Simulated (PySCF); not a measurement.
Start geometry of `C=C/C=C(\[SiH3])C=S` from GFN2-xTB (Å):
```
atom  x, y, z in Å
C1     2.7999   -0.7487   -0.0718
C2     1.4660   -0.7478   -0.1424
C3     0.6984    0.4587   -0.1763
C4    -0.6548    0.5605   -0.2605
Si5   -1.9354   -0.8399   -0.3911
C6    -1.2228    1.8637   -0.2640
S7    -2.8294    2.1335   -0.3840
H8     3.3686   -1.6617   -0.0418
H9     3.3631    0.1705   -0.0430
H10    0.9244   -1.6812   -0.1727
H11    1.2819    1.3758   -0.1280
H12   -2.8212   -0.7610    0.7661
H13   -1.2513   -2.1366   -0.3725
H14   -2.6320   -0.7004   -1.6658
H15   -0.5599    2.7227   -0.1796
```

What comes out of this run: BHandHLYP/def2-SV(P) geometry optimisation, gas phase (PySCF)?

```
atom  x, y, z in Å
C1     2.6235   -0.7436    0.0456
C2     1.2907   -0.7701   -0.0393
C3     0.4957    0.4398   -0.0753
C4    -0.8530    0.5628   -0.1590
Si5   -2.1137   -0.8467   -0.2589
C6    -1.3794    1.9153   -0.1722
S7    -2.9464    2.3237   -0.2581
H8     3.2081   -1.6593    0.0718
H9     3.1718    0.1958    0.0914
H10    0.7768   -1.7253   -0.0831
H11    1.0800    1.3611   -0.0266
H12   -3.0261   -0.8181    0.9079
H13   -1.3881   -2.1433   -0.2410
H14   -2.8822   -0.7703   -1.5230
H15   -0.6260    2.7086   -0.1184
```

The energy falls by 2.1 kcal/mol over 10 energy and gradient evaluations, the largest force component goes from 0.0194 to 1.2e-04 Eh/bohr, and the atoms move by 0.072 Å rms after alignment. The bond that changes most is C4–C6 (fully substituted alkene carbon to thiocarbonyl carbon), which lengthens by 0.030 Å. Bonds longer at the end by more than 0.005 Å: 9 of 14; shorter: 2. Among the angles that change most is C4–C6–H15, from 118.7° to 115.2°. Rotational constants go from 3591, 915.9, 736.2 to 3354, 905.8, 719.3 MHz. The orientation of the end geometry is arbitrary; only internal coordinates are fixed.

The run used 122 basis functions and 70 SCF cycles in all. Time: 94 s wall; peak memory 0.57 GiB. Hardware: one thread of an Arm Neoverse N1 (shared host).

Stationary, but not proved a minimum. One conformer, not necessarily the lowest.
